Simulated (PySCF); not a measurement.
C₆H₁₁FNPSi.
Atom-mapped SMILES: `[N:1]#[C:2][CH2:3][P:4]1[CH2:5][CH2:6][SiH:7]([F:8])[CH2:9][CH2:10]1`

NICS = −σ at a ghost point: NICS(0) at the centroid of the ring atoms, NICS(1) 1 Å to either side along the normal of their mean plane, zz for the tensor component along that normal. Level: GIAO PBE0/pcSseg-1 (PySCF, non-relativistic, gas phase) on the GFN2-xTB geometry, one conformer.

Ring bond lengths (Å), with Mayer bond orders in brackets: P4–C5 1.861 (0.95), C5–C6 1.528 (1.03), C6–Si7 1.896 (0.90), Si7–C9 1.897 (0.90), C9–C10 1.528 (1.03), C10–P4 1.861 (0.95).

**Question.** What do the NICS probes read (ppm)?

**Answer.** 
```json
{"ring": "P4–C5–C6–Si7–C9–C10", "type": "6-membered ring with P and Si; formal bonds all single", "NICS(0)": "-3.1", "NICS(1), two faces": "-2.3 / -2.8", "NICS(1)zz, two faces": "4.3 / 4.0", "rms pucker (Å)": "0.31", "centre to ring atoms, mean (Å)": "1.68"}
```

**Question.** What can be read from them?

**Answer.** 
- P4–C5–C6–Si7–C9–C10: mean NICS(1)zz 4.2 ppm, deshielded. C5, C6, Si7, C9, C10 have four or more neighbours, so the value isn't read as a sign of a π ring current.

**Question.** What field does 11.7 T along the ring normal induce along that normal at the second NICS(1) probe listed for ring P4–C5–C6–Si7–C9–C10, 1 Å off the ring?

**Answer.** NICSzz × B0 = 4.0 ppm × 11.7 T = 47 μT, along the applied field.

**Question.** Give the inner angles of the rings and the Hirshfeld charges of the ring atoms.

**Answer.** 
- P4–C5–C6–Si7–C9–C10: P4 99.1° (+0.173 e), C5 110.7° (-0.114 e), C6 111.4° (-0.165 e), Si7 108.6° (+0.445 e), C9 111.3° (-0.164 e), C10 110.8° (-0.114 e); sum 651.7° against 720° for a flat convex ring.
